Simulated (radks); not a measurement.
Results of a calculation; reference values are marked as such.
How relativity changes the ionisation of the dysprosium ion Dy52+ ([Ne] 3s2 3p2) to Dy53+ ([Ne] 3s2 3p1). Spin-unpolarised spherical Kohn-Sham, LDA (Slater exchange, Perdew-Wang correlation), point nucleus unless stated (finite: rms radius 5.2218 fm), a radial shooting solver on a logarithmic mesh with Libxc functionals. A level marked "c x" has the speed of light scaled by that factor and shares open shells by 2j + 1; other Dirac levels either fill j = l - 1/2 first or share by 2j + 1.

level                               E(Dy52+) (hartree)  E(Dy53+) (hartree)  IE (eV)   HOMO  <r> HOMO (bohr)
non-rel.                                    -8860.9898          -8688.8151   4685.1     3p           0.2149
scalar-rel.                                 -9342.9707          -9166.2343   4809.2     3p           0.2083
scalar-rel., finite nucleus                 -9341.8925          -9165.1553   4809.3     3p           0.2083
Dirac, 2j+1 shares                          -9352.4039          -9175.3276   4818.5  3p3/2           0.2109
Dirac, low j first                          -9362.9506          -9180.6714   4960.1  3p1/2           0.2009
Dirac, 2j+1 shares, finite nucleus          -9351.3196          -9174.2427   4818.5  3p3/2           0.2109
Dirac, c x 1.5                              -9064.4882          -8890.2329   4741.7  3p3/2           0.2131
Dirac, c x 3                                -8909.9272          -8737.2453   4698.9  3p3/2           0.2145
Dirac, c x 5                                -8878.4673          -8706.1109   4690.1  3p3/2           0.2148

NIST Atomic Spectra Database: 4945 eV (theoretical). The relativistic part of the total energy of Dy52+ is -490.3 hartree (Dirac, 2j+1 shares, finite nucleus), 5.5 % of the non-relativistic value. Spin polarisation and multiplet splitting of open shells are left out at every level.

Beside tabulated values, note that relativity, absent from the non-relativistic runs, is large for the heavy elements, and spin-unpolarised runs miss the spin-polarisation part of the exchange energy of open shells.
